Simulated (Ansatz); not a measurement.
Program: Ansatz. Geometries: PBE0-D4/def2-TZVP. ΔE: electronic, gas phase. CCSD(T)/CBS adds triple-zeta CCSD(T) − MP2 to the extrapolated MP2 energy (def2 sets, frozen cores). This one scheme is used for every species. DFT in def2-TZVPP. HSE06 is defined as in plane-wave codes. Each species was taken in one conformer, which may not be the lowest.

Reaction (redistribution): `[F][AlH][O][SiH3]` + `N[Si](N)(O)O` → `[NH2][Al]([F])[O][SiH3]` + `N[SiH](O)O`

`[F][AlH][O][SiH3]`:

```xyz
8

F    -0.757   -2.766    0.405
Al   -0.825   -1.507   -0.651
O    -0.122   -0.053   -0.226
Si    0.636    1.211    0.466
H    -1.546   -1.704   -2.023
H     1.997    1.354   -0.113
H    -0.135    2.455    0.208
H     0.752    1.010    1.934
```

`N[Si](N)(O)O`:

Cartesian coordinates in Å:
```
N 0.881 -0.504 -1.255
Si -0.123 0.114 -0.031
N 0.205 -0.586 1.480
O -1.738 -0.171 -0.192
O 0.181 1.730 -0.136
H 0.800 -1.445 -1.597
H 1.319 0.115 -1.915
H -0.528 -0.899 2.091
H 1.113 -0.932 1.730
H -2.186 0.357 -0.854
H 0.074 2.220 0.680
```

`[NH2][Al]([F])[O][SiH3]`:

Z-matrix (Å, degrees):
```
Si
O 1 1.624
H 1 1.487 2 109.7
H 1 1.487 2 110.1 3 119.7
H 1 1.487 2 110.6 3 -119.9
Al 2 1.672 1 168.8 3 160.5
F 6 1.645 2 119.7 1 0.5
N 6 1.749 2 121.5 1 -179.5
H 8 1.006 6 124.6 2 0.1
H 8 1.006 6 124.4 2 179.9
```

`N[SiH](O)O`:

Z-matrix (Å, degrees):
```
Si
O 1 1.639
O 1 1.639 2 116.1
N 1 1.714 2 107.1 3 -119.6
H 1 1.475 2 104.4 3 114.2
H 2 0.959 1 117.1 3 74.9
H 3 0.959 1 117.0 2 -75.2
H 4 1.008 1 119.6 2 171.6
H 4 1.008 1 119.6 2 -46.2
```

Is it downhill or uphill in electronic energy at CCSD(T)/CBS, and by how much? (Best estimate.)

Ansatz gave: Downhill: ΔE = -0.18 eV.

What do these levels give: BLYP-D4, PBE0-D4, r2SCAN0-D4, HSE06-D4, B2PLYP, r2SCANh, BHLYP, HF/def2-SVP, MP2/def2-SVP, CCSD(T)/def2-SVP, MP2/def2-QZVPP, MP2/CBS(def2)? (Estimate.)

The calculation gave: BLYP-D4 -0.18, PBE0-D4 -0.14, r2SCAN0-D4 -0.15, HSE06-D4 -0.15, B2PLYP -0.20, r2SCANh -0.17, BHLYP -0.17, HF/def2-SVP -0.17, MP2/def2-SVP -0.24, CCSD(T)/def2-SVP -0.24, MP2/def2-QZVPP -0.19, MP2/CBS(def2) -0.18 eV.

Largest T1 diagnostic among the species: 0.012.

In def2-TZVPP, CCSD(T) changes the Hartree–Fock value by −0.03 eV (the triples alone add −0.00 eV) and MP2 by −0.04 eV. Leaving LDA and LC-ωPBE aside and taking each functional with its dispersion term where it has one, the values, not all of them listed here, spread over 0.13 eV, from B2PLYP to B97M-V. LDA lies +0.09 eV from PBE without D4. At CCSD(T), def2-SVP lies −0.06 eV from the extrapolated value and def2-TZVPP −0.01 eV.
